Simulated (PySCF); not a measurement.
## Substituent effects on chemical shifts

Parent skeleton `[CH:1]1=[CH:2][CH2:3][SiH2:4][CH2:5]1`; one hydrogen on atom 3 is replaced by X. Hydrogens on one atom are averaged.

Theoretical values (PySCF): PBE0-D3(BJ)/def2-SVP geometry, σ from GIAO-PBE0/pcSseg-1. One averaged value for each set of equivalent atoms, single conformer, non-relativistic Hamiltonian, no solvent model.

Referencing at the same level of theory: 13C (σ = 184.41 ppm) and 29Si (σ = 351.99 ppm) and 1H (σ = 31.27 ppm) vs TMS.

Parent (X = H): C1 140.9, C2 140.9, C3 14.7, Si4 -28.2, C5 14.7, H(C1) 6.08, H(C2) 6.08, H(C3) 1.67, H(Si4) 4.30 ppm. Effects are Δδ = δ(X) − δ(H), positive for deshielding.

**Question.** Order these by the shift of H(C3), most shielded first.
A. X = CHF2
B. X = OC2H5
C. X = OSiH3
D. X = 2-furyl
E. X = CH2CN

**Answer.** E (+0.58 ppm), A (+1.01 ppm), D (+1.87 ppm), B (+2.46 ppm), C (+2.77 ppm).
